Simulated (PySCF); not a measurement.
Question: What does the GFN2-xTB structure of `C(CC(=O)N(C)C)#[C-]` look like in three dimensions? (Charge -1.)

Answer: 
```xyz
16
C6H8NO angstrom
C     -2.767    0.999    1.705
C     -2.249    0.310    0.836
C     -1.686   -0.502   -0.304
C     -0.344   -1.034    0.052
O     -0.092   -2.235    0.190
N      0.656   -0.104    0.237
C      0.417    1.315    0.257
C      1.985   -0.548    0.554
H     -1.610    0.139   -1.197
H     -2.343   -1.352   -0.538
H      0.561    1.766   -0.734
H      1.107    1.790    0.958
H     -0.620    1.483    0.603
H      2.291   -0.211    1.553
H      1.978   -1.638    0.531
H      2.708   -0.168   -0.180
```

Orientation and origin are arbitrary. Atoms count from 1 in this order. C4 (amide carbonyl carbon) is planar (angles 124.0°, 119.5° and 116.5°, sum 360.0°, 0.00 Å off the plane of its three neighbours). The C–N distances run from 1.378 Å (C4–N6, drawn single) to 1.439 Å (N6–C7, drawn single), a spread of 0.061 Å. N6 (amide nitrogen) is planar (angles 123.1°, 119.5° and 117.1°, sum 359.7°, 0.04 Å off the plane of its three neighbours). Of the pairs four or more bonds apart, C2···H13 is among the closest relative to their van der Waals radii: 2.02 Å, 70 % of the sum of Bondi's values.

Bonds between heavy atoms (Å): C1≡C2 1.224, C2–C3 1.509, C3–C4 1.486, C4=O5 1.235, C4–N6 1.378, N6–C7 1.439, N6–C8 1.437.

Structure optimised with GFN2-xTB, isolated species.

Point group: C1 (no symmetry element, even within 0.4 Å). Stationary, but not proved a minimum. Torsions: C2–C3–C4–O5 114°, C3–C4–N6–C7 8°.

One conformer stands for the species.

These are computed values.
